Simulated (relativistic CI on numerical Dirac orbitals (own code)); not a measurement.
**What each ingredient does to the levels of In⁴⁺**

Base calculation: Dirac-Coulomb-Breit CI, orbitals from a KLI potential per configuration, model QED (radiative potential, 1s self-energy scaled to tabulated hydrogen-like ionisation energies), valence Slater integrals scaled by 0.85, P86 correlation energy added to each configuration.

Configuration list (outside the closed core [Ar] 3d10): 4s²4p⁶4d⁹, 4s²4p⁶4d⁸5s, 4s²4p⁶4d⁸4f, 4s²4p⁶4d⁸5p, 4s²4p⁵4d¹⁰, 4s²4p⁶4d⁸5d, 4s²4p⁶4d⁸6s, 4s²4p⁶4d⁸6p, 4s²4p⁶4d⁸6d, 4s²4p⁶4d⁷5s5p, 4s²4p⁶4d⁸7s, 4s²4p⁶4d⁸5f, 4s²4p⁶4d⁸7p, 4s²4p⁶4d⁸5g, 4s²4p⁶4d⁸7d, 4s4p⁶4d¹⁰, 4s²4p⁵4d⁹4f, 4s²4p⁶4d⁷4f5s, 4s²4p⁶4d⁷5p5d, 4s²4p⁶4d⁷5s², 4s²4p⁶4d⁶4f5s², 4s²4p⁶4d⁶5s²5p, 4s²4p⁶4d⁶5s²5d, 4s²4p⁶4d⁶5s²6s. Double excitations out of closed p, d and f shells are left out; levels of such configurations are missing from the list, as are those of other unlisted configurations, and high levels can miss mixing partners.

Variants: (1) Slater integrals left unscaled; (2) self-excluded LDA correlation estimate; (3) only the first 3 configurations; (4) non-relativistic limit. Shifts of the energy above 4s²4p⁶4d⁹ ²D5/2, in cm⁻¹, for the lowest level and the first level of each name with at least 55 % of one term (blank where a level changes its place among those of its configuration and J or its character, or is not in the variant):

```
            Level      Base     Δ(1)    Δ(2)     Δ(3)      Δ(4)  Measured
  4s²4p⁶4d⁹ ²D5/2       0.0      0.0     0.0      0.0       0.0       0.0
  4s²4p⁶4d⁹ ²D3/2    7007.1    +58.7     0.0    -56.0   -7007.1    7171.8
4s²4p⁶4d⁸5s ⁴F9/2  168358.2  -1435.1  -574.5  -2162.3  +22158.3  160428.2
4s²4p⁶4d⁸5s ⁴F7/2  171880.9  -1246.0  -573.9  -2129.6  +18635.6  163979.7
4s²4p⁶4d⁸5s ⁴F5/2  175543.5  -1319.5  -574.3  -2149.9  +14973.0  167760.8
4s²4p⁶4d⁸5s ⁴F3/2  177079.5  -1089.8  -574.2  -2137.4  +13437.0  169230.4
4s²4p⁶4d⁸5s ²F7/2  179334.0   -111.6  -570.9  -1984.9  +18563.9  171289.7
4s²4p⁶4d⁸5s ⁴P1/2  189569.7  +1255.1  -570.4  -1866.1  +15965.4  180492.8
4s²4p⁶4d⁸5s ²D5/2  193881.6  +1101.8  -572.1  -1991.2  +12516.1  185622.1
4s²4p⁶4d⁸5s ²G9/2  196425.4  +2541.8  -571.6  -1949.9  +17012.5  188396.3
4s²4p⁶4d⁸5s ²G7/2  196592.2  +2543.7  -571.5  -1941.6  +16845.6  188575.1
4s²4p⁶4d⁸5s ²P3/2  197621.3  +2395.4  -570.0  -1829.4  +15504.2  188649.1
4s²4p⁶4d⁸5s ²P1/2  197907.5  +2763.7  -569.2  -1769.4  +15218.0  188639.6
4s²4p⁶4d⁸5s ²S1/2  228412.4  +7705.7  -567.8  -1756.1  +15888.3  220693.6
```

At this charge configurations can still be misplaced by up to about 7 % of their energy. 36 of the 69 excited levels that our extract of the measured tables holds in this range could be paired (the sources list more); they are missed by 5737 cm⁻¹ on average and 9268 at most, and levels without a partner can miss by more.

Measured levels: measured levels as listed in Gamrath, thesis, University of Mons (2023).

Ionisation energy from the two ground configurations alone: base 72.62 eV; Slater integrals left unscaled 72.41 eV; self-excluded LDA correlation estimate 72.99 eV. The NIST ASD value (semi-empirical) is 69.3 eV. The gap of more than 2 % comes from missing correlation, or from a tabulated value that is itself an estimate.

LS names give the leading component of a level, which can be under half, so a name can repeat, a term be missing and a line seem to break the LS rules.
